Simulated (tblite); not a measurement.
Compound: C3H5FN2Si.
Geometry (GFN2-xTB, Å), atoms numbered from 1 in this order:
```
atom  x, y, z in Å
N1     0.867   -2.242   -1.402
C2     1.216   -1.238   -0.968
C3     1.677   -0.023   -0.445
C4     0.905    0.774    0.298
F5     1.479    1.905    0.759
Si6   -0.900    0.550    0.871
N7    -1.699   -0.259   -0.409
H8     2.705    0.230   -0.676
H9    -0.810   -0.118    2.179
H10   -1.492    1.879    0.981
H11   -2.690   -0.423   -0.334
H12   -1.257   -1.035   -0.878
```

Method: GFN2-xTB as coded in tblite; computed harmonic values from a numerical Hessian at the method's own geometry, unscaled. This tight-binding method is rough: wavenumbers can miss measured ones by several per cent, in bad cases by 10 to 20. Modes of hydrogen on silicon can be 10 to 20 % off. One conformer, not necessarily the lowest.

Harmonic wavenumbers (cm⁻¹): 37.5, 118.8, 153.2, 176.2, 227.0, 266.5, 338.5, 356.3, 503.2, 527.3, 539.5, 550.5, 579.8, 608.8, 707.0, 784.8, 825.6, 830.6, 931.6, 1039.1, 1125.9, 1249.9, 1507.6, 1631.0, 2192.9, 2305.5, 2364.5, 3038.6, 3462.5, 3506.2.

A = 2546, B = 1946, C = 1154 MHz; mass 116.021 u (most abundant isotopes); point group C1, symmetry number 1.

Problem. What is the zero-point energy?

Solution. Half the sum of the wavenumbers: 16243 cm⁻¹ = 194.31 kJ/mol.

Problem. Give the ideal-gas entropy at 200 K and 1 bar in the rigid-rotor, harmonic-oscillator model (classical rotation).

Solution. Translation 159.84, rotation 113.94, vibration 64.05: S = 337.8 J/(mol K).

Problem. And Cp and H(200 K) − H(0)?

Solution. Cp = 107.50 J/(mol K), of which vibrations give 74.25 (their classical limit is 30 R = 249.4); H(200 K) − H(0) = 13.78 kJ/mol without the zero-point energy, 7.13 from vibrations.

Problem. Blend soft modes into free rotors: weight 1/[1 + (100 cm⁻¹/ν̃)⁴] for the oscillator and the rest for a rotor with moment μB/(μ + B), μ = h/(8π²ν), B = 10⁻⁴⁴ kg m². What vibrational entropy results?

Solution. 59.52 J/(mol K) in place of 64.05, which changes −T·S at 200 K by +0.91 kJ/mol.

Problem. What must be added to the electronic energy to get the Gibbs energy at 200 K and 1 bar?

Solution. ZPE + [H(200 K) − H(0)] − T·S = 194.31 + 13.78 − 67.57 = 140.52 kJ/mol.

Hindered rotation and anharmonicity are outside this model. Other conformers, if any are populated, would add a mixing term that is left out. The structure is chiral; the term R ln 2 for an equal mix with its mirror image is left out.

Time: 0.53 s wall. Hardware: one thread of an Arm Neoverse N1, on a shared host. The figure is for the frequency step alone.
